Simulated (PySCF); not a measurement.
# How the method changes the shape and vibrations of CClH3Si2

All numbers below are calculated, not measured. The program is PySCF 2.14.0, an open-source quantum chemistry code, run on an isolated molecule that a program drew, which may never have been made. The molecule is CClH3Si2 (charge 0, singlet), drawn as the SMILES string `C=[Si]([SiH])Cl`.

The geometry was optimised and harmonic frequencies were computed with HF and MP2, all in the cc-pV(D+d)Z basis, for the commonest isotopes, with a restricted reference for singlets and an unrestricted one otherwise, and a frozen core in MP2. Each result is a local minimum of its method.

Geometry at the HF minimum:
```xyz
7
CClH3Si2, angstrom
C    -1.0332   -1.4584   -1.6478
Si   -0.9273    0.1225   -1.0253
Si    1.0157    1.3858   -1.4750
Cl   -2.5134    0.8452    0.0925
H    -0.2035   -1.8410   -2.2345
H    -1.8659   -2.1396   -1.5147
H     0.5526    2.6062   -0.7161
```

Lengths of the bonds as drawn, in Å (atoms numbered as above):
```
   bond     HF    MP2
 C1-Si2  1.702  1.741
Si2-Si3  2.361  2.325
Si2-Cl4  2.071  2.067
  C1-H5  1.086  1.099
  C1-H6  1.084  1.097
 Si3-H7  1.510  1.517
```

Rotational constants, in GHz:
| constant | HF | MP2 |
|---|---|---|
| A | 4.922 | 5.156 |
| B | 2.1 | 2.051 |
| C | 1.472 | 1.467 |

Harmonic frequencies in cm^-1, each column in rising order, so a row needn't be the same motion in every method:
| rank | HF | MP2 |
|---|---|---|
| 1 | 122 | 94 |
| 2 | 127 | 118 |
| 3 | 187 | 196 |
| 4 | 212 | 227 |
| 5 | 382 | 379 |
| 6 | 560 | 565 |
| 7 | 627 | 590 |
| 8 | 702 | 640 |
| 9 | 817 | 751 |
| 10 | 869 | 769 |
| 11 | 1022 | 909 |
| 12 | 1500 | 1382 |
| 13 | 2181 | ? |
| 14 | 3293 | 3164 |
| 15 | 3391 | 3276 |

**Estimate the missing MP2 frequency from the HF column.**

A single factor s that minimises the squared misfit of MP2 against s times HF over the other rows is sum(HF x MP2) / sum(HF^2) = 0.9540, with an rms misfit of 35 cm^-1. For rank 13 it gives 0.9540 x 2181 = 2081 cm^-1. The calculation gives 2129 cm^-1, 48 cm^-1 above the estimate. The drawn bonds are on average 0.6 % longer in MP2 than in HF.
